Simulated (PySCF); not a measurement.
These 2 structures share the formula C4H9Cl3Si. Theory: PySCF 2.14.0, PBE0-D3(BJ)/def2-SVP geometry optimisation, gas phase. Energies are electronic, without zero-point or thermal terms, for one conformer each. No frequencies were run at this level. Point groups hold within 0.08 Å.

Question: Rank from lowest to highest electronic energy at this level (kJ/mol).
A. Si(tBu)Cl3 (`CC(C)(C)[Si](Cl)(Cl)Cl`)
B. SiCl3(nBu), `CCCC[Si](Cl)(Cl)Cl`

Answer: A (0.0), B (7.3).

Neighbours under 10 kJ/mol apart (CC(C)(C)[Si](Cl)(Cl)Cl and CCCC[Si](Cl)(Cl)Cl) can change places with a better method, another conformer or zero-point energy.

```json
{"SMILES": "CC(C)(C)[Si](Cl)(Cl)Cl", "E (Eh)": "-1826.73290", "E rel (kJ/mol)": "0.0", "dipole (D)": "2.27", "point group": "–", "A, B, C (MHz)": "1015, 846.8, 846.1"}
{"SMILES": "CCCC[Si](Cl)(Cl)Cl", "E (Eh)": "-1826.73013", "E rel (kJ/mol)": "7.3", "dipole (D)": "2.36", "point group": "C1", "A, B, C (MHz)": "1217, 541.2, 525.3"}
```

How do the relative energies change in single points at KT2/pcSseg-1 (no added dispersion term) on the same geometries?

```tsv
SMILES	PBE0-D3(BJ)/def2-SVP (kJ/mol)	KT2/pcSseg-1 (kJ/mol)	shift
CC(C)(C)[Si](Cl)(Cl)Cl	0.0	0.0	0.0
CCCC[Si](Cl)(Cl)Cl	7.3	10.3	+3.0
```

Each column counts from its own lowest isomer. The order is unchanged; the largest shift is 3.0 kJ/mol.

As an exercise, what shares would exp(−E/RT) give at 500 K from these electronic energies alone (no entropy, no degeneracies)?

RT = 4.157 kJ/mol: CC(C)(C)[Si](Cl)(Cl)Cl 85.2 %, CCCC[Si](Cl)(Cl)Cl 14.8 %.
